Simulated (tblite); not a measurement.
C6H5ClFO (doublet state).
Numbering: `[CH2:1]=[C:2](/[CH:3]=[CH:4]/[Cl:5])[O:6]/[C:7]=[CH:8]\[F:9]` (hydrogens: H10, H11 on C1; H12 on C3; H13 on C4; H14 on C8)

Structure optimised with GFN2-xTB, isolated species. This method treats the open shell by occupation alone, without spin polarisation.

(1) Give the optimised bond lengths and angles.

Results:

(1) 
```csv
bond,length (pm),order
C1=C2,134.3,double
C2–C3,145.5,single
C3=C4,133.1,double
C4–Cl5,171.0,single
C2–O6,136.7,single
O6–C7,130.8,single
C7=C8,129.9,double
C8–F9,138.1,single
C1–H10,107.2,single
C1–H11,107.5,single
C3–H12,107.9,single
C4–H13,107.9,single
C8–H14,107.6,single
```

Orders are formal, as drawn. A selection of angles:
```csv
angle,degrees
C1–C2–C3,123.1
C1–C2–O6,123.5
C3–C2–O6,113.4
C2–C3–C4,123.6
C3–C4–Cl5,122.5
C2–O6–C7,123.5
O6–C7–C8,140.9
C7–C8–F9,123.6
```

Dihedral angles: C1–C2–C3–C4 177° (antiperiplanar); C2–C3–C4–Cl5 180° (antiperiplanar); C1–C2–O6–C7 -6° (synperiplanar); C2–O6–C7–C8 73° (synclinal); O6–C7–C8–F9 1° (synperiplanar). The mirror-image conformer, all signs reversed, is as good.

C7 (carbon bonded to C and O) is bent (angle 140.9°). C8 (carbon bonded to C, F and H) is planar (angles 125.3°, 123.6° and 111.0°, sum 359.9°, 0.02 Å off the plane of its three neighbours). C4 (carbon bonded to C, Cl and H) is planar (angles 123.3°, 122.5° and 114.2°, sum 360.0°, 0.00 Å off the plane of its three neighbours). C2 (carbon bonded to 2 C and O) is planar (angles 123.5°, 123.1° and 113.4°, sum 360.0°, 0.00 Å off the plane of its three neighbours). The 2 C–O bonds span 1.308 Å (O6–C7, drawn single) to 1.367 Å (C2–O6, drawn single), a spread of 0.059 Å. C3 (carbon bonded to 2 C and H) is planar (angles 123.6°, 120.9° and 115.5°, sum 360.0°, 0.00 Å off the plane of its three neighbours). C1 (carbon bonded to C and 2 H) is planar (angles 121.8°, 120.6° and 117.6°, sum 360.0°, 0.00 Å off the plane of its three neighbours).

Point group: C1 (no symmetry element, even within 0.4 Å). Its GFN2-xTB frequencies are all real (lowest 24 cm⁻¹). 3 starts were optimised and ended at 0.00, 0.01 and 2.11 kcal/mol (GFN2-xTB); the lowest of these is shown.

All values are computed, not measured.
